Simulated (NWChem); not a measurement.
CCl2GaNO; SMILES O=C=[N][Ga]([Cl])[Cl]

```xyz
6

Ga    -0.0351     0.3298     0.0038
Cl    -1.9648     1.2048     0.0083
Cl     1.6917     1.5587     0.0023
N      0.1364    -1.4542     0.0030
C      0.2467    -2.6492    -0.0018
O      0.3538    -3.8104    -0.0060
```
Atoms are numbered in this order, from 1.

Level: PBE0/def2-SVP (NWChem), optimised geometry, unscaled harmonic frequencies. 

```json
[
 {"frequency (cm⁻¹)": "22", "IR intensity (km/mol)": "0.1"},
 {"frequency (cm⁻¹)": "57", "IR intensity (km/mol)": "0.2"},
 {"frequency (cm⁻¹)": "125", "IR intensity (km/mol)": "8.6"},
 {"frequency (cm⁻¹)": "162", "IR intensity (km/mol)": "21.5"},
 {"frequency (cm⁻¹)": "179", "IR intensity (km/mol)": "19.6"},
 {"frequency (cm⁻¹)": "387", "IR intensity (km/mol)": "0.3"},
 {"frequency (cm⁻¹)": "481", "IR intensity (km/mol)": "86.3"},
 {"frequency (cm⁻¹)": "501", "IR intensity (km/mol)": "118.5"},
 {"frequency (cm⁻¹)": "622", "IR intensity (km/mol)": "33.9"},
 {"frequency (cm⁻¹)": "634", "IR intensity (km/mol)": "34.1"},
 {"frequency (cm⁻¹)": "1530", "IR intensity (km/mol)": "31.6"},
 {"frequency (cm⁻¹)": "2474", "IR intensity (km/mol)": "1654.5"}
]
```

```yaml
zero_point_energy: 10.3 kcal/mol
thermal correction to the enthalpy at 298.15 K (with zero-point energy): 15.6 kcal/mol
heat capacity Cv: 21.7 cal/(mol K)
entropy at 298.15 K and 1 atm (symmetry number 2): 91.9 cal/(mol K)
dipole_moment: 0.87 D
```

Rigid rotor and harmonic oscillator; modes under 100 cm⁻¹ make the entropy uncertain.
